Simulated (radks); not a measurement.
Values are calculated unless marked as measured or tabulated.
Task: Species: Ru2+. Configuration: [Kr] 4d6. Code: a radial shooting solver on a logarithmic mesh with Libxc functionals. Model: Dirac Kohn-Sham, PBEsol, spin-unpolarised, spherical densities, finite nucleus; open shells fill j = l - 1/2 first; Fermi nuclear charge, rms radius 4.4809 fm. Some entries of the table are withheld. Estimate them.

orbital,occ.,eigenvalue (eV),<1/r> (bohr^-1),<r^2> (bohr^2)
1s1/2,2,-21932.35,45.86,0.001511
2s1/2,2,-3170.219,(1),0.02497
2p1/2,2,-2931.421,(2),0.01877
2p3/2,4,-2800.619,(3),0.02012
3s1/2,2,-574.6527,3.623,0.1858
3p1/2,2,(4),3.525,0.1824
3p3/2,4,(5),3.392,0.1922
3d3/2,4,(6),3.215,0.1751
3d5/2,6,(7),3.181,0.1781
4s1/2,2,-96.2734,1.355,1.170
4p1/2,2,-68.5931,1.234,(8)
4p3/2,4,-65.1612,1.194,(9)
4d3/2,4,(10),0.8797,2.748
4d5/2,2,(11),0.8698,2.806

Result: 
(1) 2s1/2 <1/r> (bohr^-1): 10.49
(2) 2p1/2 <1/r> (bohr^-1): 10.47
(3) 2p3/2 <1/r> (bohr^-1): 9.918
(4) 3p1/2 eigenvalue (eV): -482.0095
(5) 3p3/2 eigenvalue (eV): -459.8100
(6) 3d3/2 eigenvalue (eV): -295.6623
(7) 3d5/2 eigenvalue (eV): -291.3353
(8) 4p1/2 <r^2> (bohr^2): 1.388
(9) 4p3/2 <r^2> (bohr^2): 1.464
(10) 4d3/2 eigenvalue (eV): -24.2834
(11) 4d5/2 eigenvalue (eV): -23.9100
